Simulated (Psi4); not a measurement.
Calculation: SAPT0/jun-cc-pVDZ, frozen core run with Psi4 1.11.

Psi4 input:

```
molecule {
0 1
F 1.15684865 -0.62003056 0.08959283
B -0.00003929 0.00005170 -0.00020966
F -0.04158128 1.31484912 -0.02346185
F -1.11522809 -0.69487026 -0.06592131
--
0 1
C -1.54089628 1.37646145 -3.04468722
Br -0.12475492 0.02937709 -2.93776866
H -2.46699343 0.86211406 -3.27562773
H -1.27256967 2.07382843 -3.83032706
H -1.59643421 1.87195858 -2.08191205
units angstrom
symmetry c1
no_reorient
no_com
}
set basis jun-cc-pvdz
set scf_type df
set freeze_core true
energy('sapt0')
```

Part of the output:

```
    SAPT Results
  --------------------------------------------------------------------------------------------------------
    Electrostatics                -12.96645569 [mEh]      -8.13657379 [kcal/mol]     -34.04342472 [kJ/mol]
      Elst10,r                    -12.96645569 [mEh]      -8.13657379 [kcal/mol]     -34.04342472 [kJ/mol]

    Exchange                       19.91721017 [mEh]      12.49823807 [kcal/mol]      52.29262809 [kJ/mol]
      Exch10                       19.91721017 [mEh]      12.49823807 [kcal/mol]      52.29262809 [kJ/mol]
      Exch10(S^2)                  19.71765360 [mEh]      12.37301444 [kcal/mol]      51.76869240 [kJ/mol]

    Induction                      -3.91959200 [mEh]      -2.45958111 [kcal/mol]     -10.29088737 [kJ/mol]
      Ind20,r                     -17.92962132 [mEh]     -11.25100724 [kcal/mol]     -47.07421428 [kJ/mol]
      Exch-Ind20,r                 15.08480010 [mEh]       9.46585498 [kcal/mol]      39.60513722 [kJ/mol]
      delta HF,r (2)               -1.07477079 [mEh]      -0.67442885 [kcal/mol]      -2.82181031 [kJ/mol]

    Dispersion                     -4.80198610 [mEh]      -3.01329177 [kcal/mol]     -12.60761276 [kJ/mol]
      Disp20                       -5.99746746 [mEh]      -3.76346765 [kcal/mol]     -15.74634866 [kJ/mol]
      Exch-Disp20                   1.19548137 [mEh]       0.75017588 [kcal/mol]       3.13873590 [kJ/mol]
      Disp20 (SS)                  -2.99873373 [mEh]      -1.88173383 [kcal/mol]      -7.87317433 [kJ/mol]
      Disp20 (OS)                  -2.99873373 [mEh]      -1.88173383 [kcal/mol]      -7.87317433 [kJ/mol]
      Exch-Disp20 (SS)              0.68737983 [mEh]       0.43133736 [kcal/mol]       1.80471550 [kJ/mol]
      Exch-Disp20 (OS)              0.50810153 [mEh]       0.31883853 [kcal/mol]       1.33402039 [kJ/mol]

  Total HF                          3.03116248 [mEh]       1.90208317 [kcal/mol]       7.95831600 [kJ/mol]
  Total SAPT0                      -1.77082361 [mEh]      -1.11120859 [kcal/mol]      -4.64929676 [kJ/mol]
```
